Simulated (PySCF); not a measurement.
Compound: C7H8OSi.
Atom-mapped SMILES: `[O:1]=[c:2]1[cH:3][cH:4][cH:5][c:6]([SiH3:7])[cH:8][cH:9]1` (hydrogens: H10 on C3; H11 on C4; H12 on C5; H13, H14, H15 on Si7; H16 on C8; H17 on C9)

Computed by this run: PySCF 2.14.0, PBE0-D3(BJ)/def2-SVP geometry optimisation, gas phase; density fitting, grid level 2; the optimiser is geomeTRIC in internal coordinates, started from a GFN2-xTB structure.

Step 0: E = -17289.2788 eV
```
atom  x, y, z in Å  |  force x, y, z in eV/Å
O1     -3.2789   -1.4487   -0.2849    0.096   0.079   0.010
C2     -2.2191   -0.8393   -0.1903   -0.342  -0.229  -0.026
C3     -2.2307    0.5760    0.1620   -0.082  -0.032  -0.023
C4     -1.2148    1.4379    0.3876    0.004  -0.038   0.003
C5      0.1893    1.2263    0.3503    0.254   0.070   0.011
C6      0.8939    0.1077    0.0213    0.440   0.141   0.044
Si7     2.7928    0.1467    0.0550   -0.939   0.053   0.007
C8      0.3216   -1.1408   -0.3689    0.133   0.052   0.039
C9     -0.9652   -1.5387   -0.4546   -0.149  -0.112  -0.046
H10    -3.2413    0.9566    0.2590   -0.360   0.114   0.028
H11    -1.4996    2.4519    0.6482   -0.155   0.319   0.091
H12     0.7725    2.0996    0.6185    0.215   0.364   0.109
H13     3.2472   -0.8945    0.9786    0.288  -0.404   0.328
H14     3.2379    1.4672    0.4965    0.227   0.519   0.174
H15     3.2741   -0.1396   -1.2976    0.299  -0.136  -0.506
H16     1.0605   -1.8942   -0.6255    0.141  -0.416  -0.133
H17    -1.1474   -2.5621   -0.7650   -0.071  -0.344  -0.110
```

Q: Estimate the geometry and energy of step 1. (The exact step hangs on the optimiser's Hessian estimate; all steps are aligned on step 0, rigid shifts and turns removed.)

A: E = -17289.3464 eV, largest force 0.075 eV/Å
```
atom  x, y, z in Å  |  force x, y, z in eV/Å
O1     -3.3028   -1.4214   -0.3686   -0.025  -0.020   0.007
C2     -2.2389   -0.8375   -0.2214    0.013   0.024  -0.031
C3     -2.2413    0.5790    0.1689   -0.043  -0.006   0.011
C4     -1.2172    1.4375    0.4096   -0.020   0.072   0.007
C5      0.2003    1.2347    0.3538    0.028   0.014   0.013
C6      0.8977    0.1030    0.0256    0.026  -0.009  -0.002
Si7     2.7846    0.1602    0.0430    0.063  -0.019   0.009
C8      0.3155   -1.1633   -0.3445    0.027  -0.057  -0.029
C9     -0.9796   -1.5588   -0.4504   -0.012  -0.020   0.008
H10    -3.2620    0.9619    0.2743    0.023  -0.005   0.002
H11    -1.5138    2.4540    0.6924    0.008  -0.030  -0.005
H12     0.7874    2.1231    0.6118    0.003  -0.016  -0.006
H13     3.3167   -0.8812    0.9769   -0.021   0.023   0.001
H14     3.2472    1.5121    0.4773   -0.029  -0.011  -0.009
H15     3.3234   -0.1463   -1.3189   -0.026   0.019   0.006
H16     1.0425   -1.9510   -0.5847   -0.019   0.030   0.013
H17    -1.1669   -2.5939   -0.7551    0.006   0.012   0.005
```

The energy changes by -0.0676 eV. The first-order estimate −F·Δx gives -0.1388 eV and the mean of the old and new forces, exact on a quadratic surface, -0.0673 eV. The step makes an angle of 65° with the force vector and moves no atom by more than 0.091 Å.

What follows is the cost of the whole optimisation. Time: 90 s of wall time; peak memory 0.79 GiB. Hardware: an Arm Neoverse V1 with one thread (shared host).
